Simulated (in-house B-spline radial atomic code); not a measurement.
Values are calculated unless marked as measured or tabulated.
**Ghost states of the separable form: Ge**

Ge, [Ar] 3d10 4s2 4p2, non-relativistic LDA (VWN5), spherical and spin-unpolarised, from an all-electron radial atomic-structure program (B-spline basis) (atomic units; all potentials screened as in the neutral atom).

Troullier-Martins channels: 4s (ε = -0.4265, r_c = 1.695 bohr), 4p (ε = -0.1499, r_c = 2.288 bohr), 3d (ε = -1.1173, r_c = 1.534 bohr). In the Kleinman-Bylander form one channel serves as the local potential, and each other channel l becomes |δV u><u δV|/<u|δV|u>, with δV = V_l − V_local and u the pseudo-orbital. Its strength is E_KB = <u|δV²|u>/<u|δV|u>. By the analysis of Gonze, Stumpf and Scheffler a spurious state lies below the reference level ε if E_KB > 0 and ε is above the second level of the local potential alone, or if E_KB < 0 and ε is above its first. The table's levels are those of angular momentum l in a sphere of 9 bohr, whose wall can lift a shallow ε a little above its free-atom value.

```csv
local,channel,<u δV u>,<u δV² u>,ε,first local level,second local level
p,s,0.0072689,0.1545,-0.4265,-0.4835,0.0088
p,d,-9.8811,150.72,-1.1173,0.0855,0.3033
s,p,-5.6311e-05,0.060827,-0.1493,-0.1562,0.1085
s,d,-11.742,208.26,-1.1173,0.0842,0.2990
d,p,0.13587,1.104,-0.1493,-7.8681,-0.1608
d,s,0.35129,4.4895,-0.4265,-15.0366,-1.7667
```

Question: Apply the rule to each row.

Answer: Local p, channel s: E_KB = +21.3, so ε = -0.4265 is set against 0.0088: no ghost. Local p, channel d: E_KB = -15.3, so ε = -1.1173 is set against 0.0855: no ghost. Local s, channel p: E_KB = -1.08e+03, so ε = -0.1493 is set against -0.1562: a ghost. Local s, channel d: E_KB = -17.7, so ε = -1.1173 is set against 0.0842: no ghost. Local d, channel p: E_KB = +8.13, so ε = -0.1493 is set against -0.1608: a ghost. Local d, channel s: E_KB = +12.8, so ε = -0.4265 is set against -1.7667: a ghost.

Diagonalising the separable Hamiltonian gives:

```json
{"local": "p", "channel": "s", "three lowest levels": "-0.4265, 0.0277, 0.3316", "all-electron, two lowest valence levels": "-0.4265, 0.0275"}
{"local": "p", "channel": "d", "three lowest levels": "-1.1173, 0.0933, 0.3305", "all-electron, two lowest valence levels": "-1.1173, 0.0899"}
{"local": "s", "channel": "p", "three lowest levels": "-1069.8500, -0.1493, 0.1104", "all-electron, two lowest valence levels": "-0.1493, 0.1104"}
{"local": "s", "channel": "d", "three lowest levels": "-1.1173, 0.0927, 0.3277", "all-electron, two lowest valence levels": "-1.1173, 0.0899"}
{"local": "d", "channel": "p", "three lowest levels": "-0.7051, -0.1493, 0.1105", "all-electron, two lowest valence levels": "-0.1493, 0.1104"}
{"local": "d", "channel": "s", "three lowest levels": "-7.9798, -0.4265, 0.0273", "all-electron, two lowest valence levels": "-0.4265, 0.0275"}
```

Question: Which choices of local channel are safe?

Answer: Free of ghosts: p. With s local the p channel has a ghost 1069.70 hartree below ε, since the attractive projector pulls a state below the first local level. With d local the p channel has a ghost 0.56 hartree below ε, since the local potential binds more than one state below ε, and a repulsive term of rank one raises each level at most to the next, so it clears only one of them. With d local the s channel has a ghost 7.55 hartree below ε, since the local potential binds more than one state below ε, and a repulsive term of rank one raises each level at most to the next, so it clears only one of them. Among the safe choices the second level, which tests transfer, is off by at most 3.4 millihartree (p local). A small <u δV u> makes E_KB large and sensitive.
